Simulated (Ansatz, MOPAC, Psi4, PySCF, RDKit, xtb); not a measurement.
Noncovalent pair: H2 (SMILES [H][H]) (first 2 atoms) with CH4S (SMILES CS); geometry from B3LYP-D3(BJ)/def2-TZVP, rigid monomers moved along the line of their centres of mass till H1···S4 is 2.73 Å.
(charge 0, multiplicity 1):
```xyz
8

H      0.0296    -0.3295     0.1544
H      0.3783    -0.1610    -0.4832
C      0.9394     0.6859     2.7892
S     -0.6982    -0.1134     2.7728
H      0.9449     1.5601     3.4367
H      1.6323    -0.0520     3.1900
H      1.2570     0.9561     1.7841
H     -1.3866     0.9286     2.2792
```

```json
[
 {"level": "UFF", "interaction energy (meV)": "24.7", "minus CCSD(T)/CBS(aug-cc-pV(D+d)Z, aug-cc-pV(T+d)Z)": "39.7"},
 {"level": "AM1", "interaction energy (meV)": "-8.7", "minus CCSD(T)/CBS(aug-cc-pV(D+d)Z, aug-cc-pV(T+d)Z)": "6.3"},
 {"level": "PM3", "interaction energy (meV)": "7.5", "minus CCSD(T)/CBS(aug-cc-pV(D+d)Z, aug-cc-pV(T+d)Z)": "22.6"},
 {"level": "PM6", "interaction energy (meV)": "39.7", "minus CCSD(T)/CBS(aug-cc-pV(D+d)Z, aug-cc-pV(T+d)Z)": "54.7"},
 {"level": "PM7", "interaction energy (meV)": "67.8", "minus CCSD(T)/CBS(aug-cc-pV(D+d)Z, aug-cc-pV(T+d)Z)": "82.8"},
 {"level": "GFN1-xTB", "interaction energy (meV)": "3.4", "minus CCSD(T)/CBS(aug-cc-pV(D+d)Z, aug-cc-pV(T+d)Z)": "18.4"},
 {"level": "GFN2-xTB", "interaction energy (meV)": "-4.9", "minus CCSD(T)/CBS(aug-cc-pV(D+d)Z, aug-cc-pV(T+d)Z)": "10.2"},
 {"level": "HF/STO-3G (no counterpoise)", "interaction energy (meV)": "25.0", "minus CCSD(T)/CBS(aug-cc-pV(D+d)Z, aug-cc-pV(T+d)Z)": "40.0"},
 {"level": "HF/6-31G*", "interaction energy (meV)": "67.5", "minus CCSD(T)/CBS(aug-cc-pV(D+d)Z, aug-cc-pV(T+d)Z)": "82.6"},
 {"level": "HF/6-31G* (no counterpoise)", "interaction energy (meV)": "61.0", "minus CCSD(T)/CBS(aug-cc-pV(D+d)Z, aug-cc-pV(T+d)Z)": "76.1"},
 {"level": "HF/aug-cc-pV(D+d)Z", "interaction energy (meV)": "65.1", "minus CCSD(T)/CBS(aug-cc-pV(D+d)Z, aug-cc-pV(T+d)Z)": "80.2"},
 {"level": "HF/aug-cc-pV(T+d)Z", "interaction energy (meV)": "64.3", "minus CCSD(T)/CBS(aug-cc-pV(D+d)Z, aug-cc-pV(T+d)Z)": "79.4"},
 {"level": "PBE/def2-TZVPPD", "interaction energy (meV)": "-12.5", "minus CCSD(T)/CBS(aug-cc-pV(D+d)Z, aug-cc-pV(T+d)Z)": "2.5"},
 {"level": "PBE-D3(BJ)/def2-TZVPPD", "interaction energy (meV)": "-39.5", "minus CCSD(T)/CBS(aug-cc-pV(D+d)Z, aug-cc-pV(T+d)Z)": "-24.4"},
 {"level": "PBE-D4/def2-TZVPPD", "interaction energy (meV)": "-36.5", "minus CCSD(T)/CBS(aug-cc-pV(D+d)Z, aug-cc-pV(T+d)Z)": "-21.5"},
 {"level": "BP86/6-31G* (no counterpoise)", "interaction energy (meV)": "22.9", "minus CCSD(T)/CBS(aug-cc-pV(D+d)Z, aug-cc-pV(T+d)Z)": "37.9"},
 {"level": "r2SCAN/def2-TZVPPD", "interaction energy (meV)": "-1.2", "minus CCSD(T)/CBS(aug-cc-pV(D+d)Z, aug-cc-pV(T+d)Z)": "13.8"},
 {"level": "r2SCAN-D4/def2-TZVPPD", "interaction energy (meV)": "-8.6", "minus CCSD(T)/CBS(aug-cc-pV(D+d)Z, aug-cc-pV(T+d)Z)": "6.4"},
 {"level": "B3LYP/3-21G (no counterpoise)", "interaction energy (meV)": "-29.3", "minus CCSD(T)/CBS(aug-cc-pV(D+d)Z, aug-cc-pV(T+d)Z)": "-14.2"},
 {"level": "B3LYP/6-311+G** (no counterpoise)", "interaction energy (meV)": "22.0", "minus CCSD(T)/CBS(aug-cc-pV(D+d)Z, aug-cc-pV(T+d)Z)": "37.1"},
 {"level": "B3LYP/def2-TZVPPD", "interaction energy (meV)": "23.3", "minus CCSD(T)/CBS(aug-cc-pV(D+d)Z, aug-cc-pV(T+d)Z)": "38.3"},
 {"level": "B3LYP-D3(BJ)/def2-TZVPPD", "interaction energy (meV)": "-19.6", "minus CCSD(T)/CBS(aug-cc-pV(D+d)Z, aug-cc-pV(T+d)Z)": "-4.6"},
 {"level": "B3LYP-D4/def2-TZVPPD", "interaction energy (meV)": "-13.5", "minus CCSD(T)/CBS(aug-cc-pV(D+d)Z, aug-cc-pV(T+d)Z)": "1.6"},
 {"level": "PBE0/def2-TZVPPD", "interaction energy (meV)": "-6.6", "minus CCSD(T)/CBS(aug-cc-pV(D+d)Z, aug-cc-pV(T+d)Z)": "8.5"},
 {"level": "PBE0-D4/def2-TZVPPD", "interaction energy (meV)": "-27.6", "minus CCSD(T)/CBS(aug-cc-pV(D+d)Z, aug-cc-pV(T+d)Z)": "-12.6"},
 {"level": "M06-2X/6-31G* (no counterpoise)", "interaction energy (meV)": "-21.2", "minus CCSD(T)/CBS(aug-cc-pV(D+d)Z, aug-cc-pV(T+d)Z)": "-6.1"},
 {"level": "wB97X-V/def2-TZVPPD", "interaction energy (meV)": "-12.5", "minus CCSD(T)/CBS(aug-cc-pV(D+d)Z, aug-cc-pV(T+d)Z)": "2.6"},
 {"level": "wB97M-V/def2-TZVPPD", "interaction energy (meV)": "-13.6", "minus CCSD(T)/CBS(aug-cc-pV(D+d)Z, aug-cc-pV(T+d)Z)": "1.4"},
 {"level": "MP2/6-31G*", "interaction energy (meV)": "48.1", "minus CCSD(T)/CBS(aug-cc-pV(D+d)Z, aug-cc-pV(T+d)Z)": "63.1"},
 {"level": "MP2/6-31G* (no counterpoise)", "interaction energy (meV)": "31.6", "minus CCSD(T)/CBS(aug-cc-pV(D+d)Z, aug-cc-pV(T+d)Z)": "46.7"},
 {"level": "MP2/aug-cc-pV(D+d)Z", "interaction energy (meV)": "5.5", "minus CCSD(T)/CBS(aug-cc-pV(D+d)Z, aug-cc-pV(T+d)Z)": "20.6"},
 {"level": "MP2/aug-cc-pV(T+d)Z", "interaction energy (meV)": "-9.6", "minus CCSD(T)/CBS(aug-cc-pV(D+d)Z, aug-cc-pV(T+d)Z)": "5.5"},
 {"level": "MP2/CBS(aug-cc-pV(D+d)Z, aug-cc-pV(T+d)Z)", "interaction energy (meV)": "-15.6", "minus CCSD(T)/CBS(aug-cc-pV(D+d)Z, aug-cc-pV(T+d)Z)": "-0.5"},
 {"level": "SCS-MP2/aug-cc-pV(T+d)Z", "interaction energy (meV)": "8.6", "minus CCSD(T)/CBS(aug-cc-pV(D+d)Z, aug-cc-pV(T+d)Z)": "23.6"},
 {"level": "CCSD/aug-cc-pV(D+d)Z", "interaction energy (meV)": "15.2", "minus CCSD(T)/CBS(aug-cc-pV(D+d)Z, aug-cc-pV(T+d)Z)": "30.2"},
 {"level": "CCSD/aug-cc-pV(T+d)Z", "interaction energy (meV)": "1.3", "minus CCSD(T)/CBS(aug-cc-pV(D+d)Z, aug-cc-pV(T+d)Z)": "16.4"},
 {"level": "CCSD(T)/aug-cc-pV(D+d)Z", "interaction energy (meV)": "7.9", "minus CCSD(T)/CBS(aug-cc-pV(D+d)Z, aug-cc-pV(T+d)Z)": "22.9"},
 {"level": "CCSD(T)/aug-cc-pV(T+d)Z", "interaction energy (meV)": "-8.5", "minus CCSD(T)/CBS(aug-cc-pV(D+d)Z, aug-cc-pV(T+d)Z)": "6.6"},
 {"level": "CCSD(T)/CBS(aug-cc-pV(D+d)Z, aug-cc-pV(T+d)Z)", "interaction energy (meV)": "-15.0", "minus CCSD(T)/CBS(aug-cc-pV(D+d)Z, aug-cc-pV(T+d)Z)": "0.0"},
 {"level": "SAPT0/jun-cc-pV(D+d)Z", "interaction energy (meV)": "16.0", "minus CCSD(T)/CBS(aug-cc-pV(D+d)Z, aug-cc-pV(T+d)Z)": "31.0"}
]
```

 The comparison column counts from a level with limits of its own.

The rows run from -39.5 (PBE-D3(BJ)/def2-TZVPPD) to 67.8 meV (PM7). In aug-cc-pV(T+d)Z the value moves HF 64.3, MP2 -9.6, CCSD 1.3, CCSD(T) -8.5, a shift of -72.8 from HF to CCSD(T). From aug-cc-pV(D+d)Z to aug-cc-pV(T+d)Z CCSD(T) changes by -16.4. The dispersion term adds -26.9 in PBE-D3(BJ), -24.0 in PBE-D4, -7.4 in r2SCAN-D4. The 6 functionals in def2-TZVPPD without D3 or D4 span 36.9, from wB97M-V to B3LYP.

Counterpoise-corrected where a basis set is named; no monomer relaxation. Rows marked so take none. RDKit's UFF carries no charges.

Correlated levels freeze the cores. CBS: X⁻³ extrapolation of the correlation energy, Hartree–Fock from the larger set. Rows in 3-21G, 6-311+G**, 6-31G*, STO-3G carry no dispersion term and start afresh at each structure (6-31G* with six Cartesian d functions). MP2/6-31G* freezes PySCF's default core. The state that AM1, PM3, PM6, PM7 reach isn't checked; PM7 holds dispersion and hydrogen-bond terms.

Codes used: Ansatz (a quantum-chemistry and plane-wave program) with Gaussian orbitals; MOPAC for AM1, PM3, PM6, PM7 (differences of heats of formation); Psi4 for SAPT; PySCF for 3-21G rows, 6-311+G** rows, 6-31G* rows, STO-3G rows, the dispersion terms; RDKit for the force fields; xtb for the GFN methods. Values without a source in brackets are computed.
